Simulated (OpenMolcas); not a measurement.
# Xe⁺: the spin-orbit constant, worked from levels

```yaml
Program: OpenMolcas
Basis: ANO-RCC-VQZP [8s7p5d3f2g]
Scalar_Hamiltonian: DKH2, point nucleus
Active_space: 7 electrons in 9 orbitals (RAS2 5s 5p; RAS3 5d, at most 2 electrons)
State_averaging: 2S+1 = 2 odd, 3 roots; 2S+1 = 2 even, 1 root
Spin-orbit_coupling: state interaction with AMFI integrals over the reference wave functions, term energies averaged over their components
```

Methods: RASSCF; SS-RASPT2, IPEA 0.25 Eh, imaginary shift 0.1 Eh (closed shells correlated: 4d). Measured levels: NIST Handbook of Basic Atomic Spectroscopic Data.

**The spin-orbit constant.** For the Hund term 2P* of p5, E(J) = (A/2) J(J+1) + constant and ζ = -2S·A = -A. From J = 1/2 to J = 3/2 the energy changes by 1.5 A.

```tsv
Source	E(3/2) - E(1/2)	A	ζ
RASSCF	-9511.2	-6340.8	6341
SS-RASPT2	-9511.2	-6340.8	6341
measured	-10537.0	-7024.7	7025
```

All in cm-1. SS-RASPT2 is off by -9.7 % and RASSCF by -9.7 %. Both methods take the spin-orbit matrix elements from the reference wave functions, so the second can move ζ only through the term energies and any multistate remixing.

Active for correlation alone: 5d; no level in the range computed is led by a configuration that fills it, so any true level of that kind is missing. Computed and measured levels are paired by configuration, term and J; levels that our copy of the source lacks, or whose pairing is in doubt (as where it misses far off the trend of its configuration), stay unpaired and out of the deviations. Levels of configurations outside the active space are missing.

* marks odd parity.
